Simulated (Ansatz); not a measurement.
The same path of C$_{2}$H$_{5}$AlClF (10 atoms, charge 0, multiplicity 1) was run twice with different band settings. Made: Al2–Cl5. The coordinate that changes most is the dihedral H7–C3–C4–H9.

Theory: RKS PBE0/6-31G* in Ansatz 0.2.0.

Relaxed end points:

```xyz
10
Properties=species:S:1:pos:R:3
F -1.808 1.850 0.233
Al -0.791 0.976 1.208
C 0.397 -0.345 0.368
C 0.283 -0.445 -1.134
Cl 1.409 -1.681 -1.833
H -0.845 1.268 2.767
H 0.193 -1.322 0.829
H 1.429 -0.100 0.655
H -0.717 -0.745 -1.456
H 0.534 0.494 -1.633
```

```xyz
10
Properties=species:S:1:pos:R:3
F -1.917 1.800 0.332
Al -0.488 1.128 0.856
C -0.164 -0.778 0.379
C 0.539 -0.640 -0.946
Cl 1.038 1.167 -1.156
H 0.284 1.888 2.017
H -1.080 -1.368 0.270
H 0.481 -1.264 1.119
H 1.487 -1.167 -1.056
H -0.096 -0.817 -1.813
```

Common settings: climbing image yes; spring 5.0 eV/Å²; optimiser quadratic models (default); start path IDPP; force threshold 0.05 eV/Å; iteration limit 60; end points relaxed.

| run | movable images |
| --- | --- |
| 1 | 7 |
| 2 | 3 |

Problem. What does each run give, and how far can it be trusted?

Solution. Run 1: converged after 7 iterations, highest image 0.181 eV above the first end. A vibrational analysis at the climbing image gives one clearly imaginary mode, 120i cm⁻¹: a first-order saddle point.
Run 2: converged after 12 iterations, highest image 0.180 eV above the first end. Another band between the same ends (7 images) ends at a top of the same energy, where a vibrational analysis finds 1 clearly imaginary mode. So few images can step over the top or miss a turn of the path.
